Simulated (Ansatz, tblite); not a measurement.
Forces on K3Sn3I9 at its r2SCAN-D4/def2-SVP geometry. Total charge 0; singlet.

In the def2 sets I, Sn take a core potential; there is no spin–orbit coupling. The xTB rows come from tblite. Single mean-field runs in def2-TZVP are fitted with def2-universal-jkfit. The structure comes from a short search, and lower isomers may exist.

GFN1-xTB (tblite), largest force 1.84 eV/Å:

```xyz
15
positions Å, forces eV/Å
K     0.149    2.191    2.815    0.114   -0.228   -0.291
K    -2.542    2.122   -1.335    0.315   -0.222    0.020
K    -2.582   -1.781    1.705    0.318    0.069   -0.208
Sn   -0.257   -1.869   -2.403    0.241    0.941    1.212
Sn    2.153    1.635   -1.423   -1.041   -0.924    0.690
Sn    2.117   -1.808    1.257   -1.022    0.909   -0.736
I     3.020   -1.537   -1.933   -1.428    0.727    0.914
I     0.432   -1.339    3.725    0.471   -0.107   -0.776
I     0.008   -0.004   -0.005    0.551   -0.280   -0.353
I     0.487    3.934   -0.381    0.464   -0.731   -0.289
I    -3.160    1.608    2.022   -0.072    0.037    0.046
I    -3.204   -1.432   -1.881    0.901   -0.096   -0.111
I    -0.037   -3.876    0.088    0.496    1.200   -0.342
I     3.402    1.122    1.485   -0.786   -0.663   -0.863
I     0.014    1.035   -3.737    0.477   -0.631    1.085
```

GFN2-xTB (tblite), largest force 0.75 eV/Å:

```
K -0.151 0.119 0.151
K -0.202 0.118 0.074
K -0.202 0.045 0.130
Sn -0.738 0.089 0.104
Sn -0.393 0.591 0.245
Sn -0.398 0.097 0.629
I 0.202 -0.103 -0.129
I 0.387 -0.149 -0.420
I 0.112 -0.057 -0.071
I 0.385 -0.376 -0.244
I 0.125 -0.064 -0.080
I 0.544 -0.145 -0.179
I 0.144 0.042 -0.093
I 0.042 -0.105 -0.135
I 0.142 -0.103 0.019
```

PBE-D4/def2-TZVP (Ansatz), largest force 0.16 eV/Å:

```
K -0.001 -0.022 -0.028
K 0.025 -0.021 0.012
K 0.026 0.017 -0.017
Sn 0.067 0.091 0.118
Sn -0.084 -0.129 0.056
Sn -0.082 0.087 -0.111
I -0.036 0.019 0.023
I -0.011 0.012 -0.013
I 0.077 -0.039 -0.049
I -0.012 -0.016 0.008
I 0.033 -0.017 -0.021
I 0.007 0.012 0.016
I 0.006 0.027 -0.004
I -0.020 -0.011 -0.014
I 0.005 -0.010 0.025
```
